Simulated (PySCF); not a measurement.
**Radial density of Be (beryllium, neutral)**

UHF, [He] 2s2, closed-shell 1S. Computed with PySCF 2.14 in pcseg-2, with the non-relativistic Hamiltonian (point nucleus).

| r (bohr) | 4πr²ρ (e/bohr) |
| --- | --- |
| 0.00835 | 0.02935 |
| 0.0140 | 0.07970 |
| 0.0236 | 0.2080 |
| 0.0397 | 0.5180 |
| 0.0668 | 1.179 |
| 0.112 | 2.327 |
| 0.189 | 3.615 |
| 0.318 | 3.827 |
| 0.535 | 2.194 |
| 0.900 | 0.6294 |
| 1.51 | 0.6628 |
| 2.54 | 0.7004 |
| 4.28 | 0.1945 |
| 7.20 | 0.009031 |
| 12.1 | 1.168e-05 |
